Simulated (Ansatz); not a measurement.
# CH6BGaS: where a starting geometry ends

The starting geometry of this gas-phase singlet was optimised with GFN2-xTB.

```yaml
atoms:
  - { symbol: C, position_ang: [-1.0720, 0.9374, -0.3064] }
  - { symbol: B, position_ang: [-2.1425, 0.7637, 0.8670] }
  - { symbol: Ga, position_ang: [-0.5585, 0.7375, 2.6831] }
  - { symbol: S, position_ang: [1.6614, 0.8173, 3.4183] }
  - { symbol: H, position_ang: [-1.5989, 0.9801, -1.2604] }
  - { symbol: H, position_ang: [-0.4930, 1.8623, -0.2341] }
  - { symbol: H, position_ang: [-0.3670, 0.1055, -0.3808] }
  - { symbol: H, position_ang: [-2.7661, 1.7050, 1.2034] }
  - { symbol: H, position_ang: [-2.6156, -0.3015, 1.0444] }
  - { symbol: H, position_ang: [2.0772, 0.8918, 2.1551] }
```

Q: Predict what becomes of its bonds when it is optimised with B3LYP-D3(BJ)/def2-SVP.

A: It keeps its bonds. Distances that change by over a tenth: B2–Ga3 (2.41 → 2.15 Å).

The energy falls by 0.22 eV over 35 steps:

```
step  E − E(last) (eV)
   1             0.218
   5             0.111
   9             0.100
  12             0.083
  16             0.045
  20             0.016
  24             0.007
  27             0.002
  31             0.000
  35             0.000
```

Final geometry (Å):

```yaml
atoms:
  - { symbol: C, position_ang: [-1.5299, 0.9852, -0.7641] }
  - { symbol: B, position_ang: [-1.5038, 0.6370, 0.7808] }
  - { symbol: Ga, position_ang: [0.3029, 0.7269, 1.9518] }
  - { symbol: S, position_ang: [0.9962, 1.2712, 4.0427] }
  - { symbol: H, position_ang: [-2.5901, 1.0606, -1.0734] }
  - { symbol: H, position_ang: [-1.0551, 1.9445, -1.0216] }
  - { symbol: H, position_ang: [-1.0810, 0.1965, -1.3885] }
  - { symbol: H, position_ang: [-1.7273, 1.5437, 1.6040] }
  - { symbol: H, position_ang: [-1.8437, -0.4590, 1.1891] }
  - { symbol: H, position_ang: [2.1567, 0.5923, 3.8690] }
```

Frequencies at the end are all real (lowest 36 cm⁻¹). Run with Ansatz 0.2.0, 2.5 min on 2 threads of Arm Neoverse N1 (shared host).
